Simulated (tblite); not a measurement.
Species: C₃H₇BCl (charge -1).
Atom-mapped SMILES: `[BH3-:1][C@H:2]([Cl:3])[CH:4]=[CH2:5]` (hydrogens: H6, H7, H8 on B1; H9 on C2; H10 on C4; H11, H12 on C5)
Bond orders are those of one Lewis drawing.

Computed with GFN2-xTB (tblite), gas phase: L-BFGS steps from a force-field or distance-geometry start until the largest atomic force falls under 0.01 eV/Å.

Step 32: E = -434.2721 eV
```
atom  x, y, z in Å  |  force x, y, z in eV/Å
B1     -1.6442    0.3036    0.2085   -0.092   0.012  -0.040
C2     -0.3050   -0.3240   -0.5613    0.211  -0.230  -0.082
Cl3    -0.6609   -2.0489   -1.0223    0.131   0.182   0.027
C4      0.8787   -0.3389    0.3052    0.106   0.055  -0.004
C5      1.9815    0.3853    0.1220   -0.160   0.050   0.108
H6     -1.7278   -0.1863    1.3178   -0.039   0.088  -0.049
H7     -1.5079    1.5087    0.2601    0.106   0.024   0.077
H8     -2.6229    0.0398   -0.4575   -0.005   0.004   0.024
H9     -0.0609    0.1607   -1.5142   -0.190  -0.034   0.018
H10     0.7836   -0.9607    1.1914    0.078   0.026  -0.069
H11     2.7806    0.4170    0.8547   -0.093  -0.037  -0.083
H12     2.1064    1.0431   -0.7303   -0.054  -0.138   0.075
```

Step 33: E = -434.2804 eV
```
atom  x, y, z in Å  |  force x, y, z in eV/Å
B1     -1.6382    0.3106    0.2040    0.043   0.006  -0.032
C2     -0.3049   -0.3432   -0.5656    0.189  -0.166   0.001
Cl3    -0.6776   -2.0592   -0.9968    0.081   0.026  -0.011
C4      0.8804   -0.3517    0.2979    0.148   0.106   0.015
C5      1.9671    0.4005    0.1256   -0.146   0.046   0.088
H6     -1.7312   -0.1931    1.3014   -0.068   0.050   0.031
H7     -1.4678    1.5082    0.2816    0.094   0.049   0.044
H8     -2.6150    0.0783   -0.4678   -0.059  -0.005  -0.025
H9     -0.0640    0.1237   -1.5251   -0.161   0.045  -0.037
H10     0.8031   -0.9899    1.1761    0.060   0.070  -0.104
H11     2.7630    0.4423    0.8604   -0.079  -0.059  -0.067
H12     2.0866    1.0729   -0.7177   -0.100  -0.169   0.097
```

Step 34: E = -434.2865 eV
```
atom  x, y, z in Å  |  force x, y, z in eV/Å
B1     -1.6311    0.3161    0.1998    0.128  -0.002  -0.018
C2     -0.3013   -0.3616   -0.5693    0.082  -0.041   0.058
Cl3    -0.6908   -2.0683   -0.9757    0.048  -0.108  -0.040
C4      0.8836   -0.3611    0.2917    0.100   0.093   0.011
C5      1.9531    0.4152    0.1299   -0.067   0.034   0.076
H6     -1.7349   -0.1981    1.2886   -0.086   0.025   0.076
H7     -1.4341    1.5081    0.2994    0.085   0.041   0.011
H8     -2.6079    0.1095   -0.4769   -0.069  -0.004  -0.052
H9     -0.0701    0.0956   -1.5336   -0.115   0.083  -0.078
H10     0.8197   -1.0106    1.1619    0.047   0.070  -0.083
H11     2.7467    0.4597    0.8644   -0.031  -0.051  -0.020
H12     2.0684    1.0949   -0.7062   -0.123  -0.136   0.060
```

Q: Estimate the geometry and energy of step 35. (The exact step hangs on the optimiser's Hessian estimate; all steps are aligned on step 34, rigid shifts and turns removed.)

A: E = -434.2905 eV, largest force 0.183 eV/Å
```
atom  x, y, z in Å  |  force x, y, z in eV/Å
B1     -1.6196    0.3220    0.1960    0.111  -0.001  -0.007
C2     -0.2964   -0.3817   -0.5734   -0.045   0.058   0.018
Cl3    -0.7097   -2.0864   -0.9492    0.055  -0.119  -0.050
C4      0.8881   -0.3703    0.2829    0.101   0.096   0.004
C5      1.9388    0.4339    0.1359   -0.065  -0.026   0.036
H6     -1.7397   -0.2070    1.2773   -0.092   0.041   0.055
H7     -1.3953    1.5106    0.3188    0.071  -0.037  -0.021
H8     -2.6007    0.1455   -0.4901    0.009   0.009  -0.016
H9     -0.0779    0.0653   -1.5464   -0.088   0.057  -0.045
H10     0.8370   -1.0325    1.1435    0.049   0.065  -0.053
H11     2.7292    0.4764    0.8701    0.031  -0.028   0.037
H12     2.0475    1.1235   -0.6914   -0.138  -0.113   0.040
```

The energy changes by -0.0040 eV. The first-order estimate −F·Δx gives -0.0064 eV and the mean of the old and new forces, exact on a quadratic surface, -0.0040 eV. The step makes an angle of 82° with the force vector and moves no atom by more than 0.043 Å.

What follows is the cost of the whole relaxation. Hardware: one thread of an Arm Neoverse V1, shared host with 32 logical CPUs at a one-minute load of 16. Cost: 0.26 s wall.
